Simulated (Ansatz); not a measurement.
`CN[SiH2][AlH2]` + H₂O → `CN[SiH2]O` + `[AlH3]`  (formal hydrolysis of the Si–Al bond)

Computed with Ansatz on PBE0-D4/def2-TZVP structures; ΔE is electronic, products minus reactants. CBS: MP2 limit from def2 TZ/QZ plus the TZ coupled-cluster correction, frozen cores. This one scheme is used for every species. DFT in def2-TZVPP. One conformer a species, not always the lowest.

Question: Is it downhill or uphill in electronic energy at CCSD(T)/CBS, and by how much? (An estimate is asked.)

Answer: The calculation gave: Downhill: ΔE = -115.6 kJ/mol.

Question: What do these levels give: B2PLYP, PBE, HF/def2-TZVPP, SCS-MP2/def2-QZVPP, HF/CBS(def2), CCSD/CBS(def2)? (An estimate is asked.)

Answer: The calculation gave: B2PLYP -125.6, PBE -97.3, HF/def2-TZVPP -140.9, SCS-MP2/def2-QZVPP -128.6, HF/CBS(def2) -142.0, CCSD/CBS(def2) -118.3 kJ/mol.

Largest T1 diagnostic among the species: 0.011.

From PBE to PBE0 (25 % exact exchange), in def2-TZVPP and without D4, ΔE moves by −6.4 kJ/mol. The D4 term adds +3.5 kJ/mol with B3LYP and +2.1 kJ/mol with PBE0; it sums over pairs of atoms, weighted by their polarisabilities, and B3LYP, whose exchange is more repulsive, gets the larger term. In def2-TZVPP, CCSD(T) changes the Hartree–Fock value by +23.1 kJ/mol (the triples alone add +2.7 kJ/mol) and MP2 by +14.1 kJ/mol.

B3LYP here is the variant with VWN-RPA as its local correlation; programs differ in this.
